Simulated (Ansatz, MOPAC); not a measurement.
Dimer: HI (SMILES I) (first 2 atoms) with H4OSi (SMILES O[SiH3]); geometry from B3LYP-D3(BJ)/def2-TZVP, rigid monomers moved along the line of their centres of mass till H2···O3 is 2.32 Å.
(charge 0, multiplicity 1):
```xyz
8

I     -0.4232    -1.1697    -0.6328
H     -0.5765    -0.9602     0.9732
O     -0.6376    -0.4523     3.2325
Si     0.2148     0.8051     3.9084
H     -1.2353    -0.9645     3.7831
H     -0.7017     1.8226     4.4739
H      1.0024     1.3744     2.8003
H      1.1073     0.3199     4.9870
```

Counterpoise-corrected where a basis set is named; no monomer relaxation.

The state reached by PM3, PM7 isn't checked; PM7 holds dispersion and hydrogen-bond terms.

Run with Ansatz (an electronic-structure program); MOPAC for PM3, PM7 (differences of heats of formation).  In def2 rows elements past Kr take small-core potentials, without spin–orbit coupling.

Problem. One of these levels gives -2.92 kcal/mol for the interaction energy. Which one is it?
A. PM3
B. PM7
C. PBE/def2-TZVPPD
D. wB97X-V/def2-TZVPPD

Solution. D, wB97X-V/def2-TZVPPD. The others give -1.46 (PM3), -4.57 (PM7), -2.51 (PBE/def2-TZVPPD)
